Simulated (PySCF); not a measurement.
2-bromoacrolein, C₃H₃BrO, SMILES C=C(Br)C=O, point group Cs.

Level: B3LYP/pcSseg-1 in PySCF (density fitting, grid level 2); geometry and Hessian at that level, cubic constants and property derivatives from steps of ±0.6 along each species' dimensionless normal coordinates, second-order vibrational perturbation theory. The parent has the commonest isotopes.

Equilibrium geometry (Å):

```
atom        x        y        z
  C1   1.1630  -0.3894   0.3078
  C2   0.0892   0.3794   0.1457
 Br3   0.0322   2.1984   0.7310
  C4  -1.1673  -0.1085  -0.5069
  O5  -1.2888  -1.2321  -0.9284
  H6   2.0730  -0.0355   0.7806
  H7   1.1174  -1.4152  -0.0523
  H8  -1.9824   0.6405  -0.5757
```

Q: Give the equilibrium and ground-state rotational constants (MHz) of parent; ²H at 6.

A: 
| species | Ae | Be | Ce | A0 | B0 | C0 | Δ0 (u Å²) | harmonic ZPE (cm⁻¹) |
| --- | --- | --- | --- | --- | --- | --- | --- | --- |
| parent | 8220 | 1719.8 | 1422.3 | 8129.4 | 1715 | 1415.9 | 0.088 | 11277 |
| ²H at 6 | 7461.3 | 1719.1 | 1397.2 | 7385.8 | 1714.3 | 1391 | 0.098 | 10589 |

Δ0 = Ic − Ia − Ib from the ground-state constants.

Q: How is the parent's vibrational correction B0 − Be made up?

A: 
```csv
axis,harmonic,Coriolis,cubic,total (MHz)
a,17.4,-13.1,-94.9,-90.5
b,1.55,-0.769,-5.62,-4.84
c,0.504,-0.204,-6.68,-6.38
```

Q: And its quartic centrifugal distortion constants from the harmonic force field?

A: Asymmetric top, A reduction, Ir representation: ΔJ = 0.164 kHz, ΔJK = -0.0905 kHz, ΔK = 16 kHz, δJ = 0.0376 kHz, δK = 0.857 kHz.

Q: Which nuclear quadrupole couplings χaa, χbb, χcc (MHz) does the parent show, at equilibrium and averaged?

A: 79Br at 3: 511.0, -238.4, -272.6 and 507.8, -236.9, -270.8.

A mode lies under 250 cm⁻¹, where this perturbation treatment is rough. Internal rotors are held in one well.
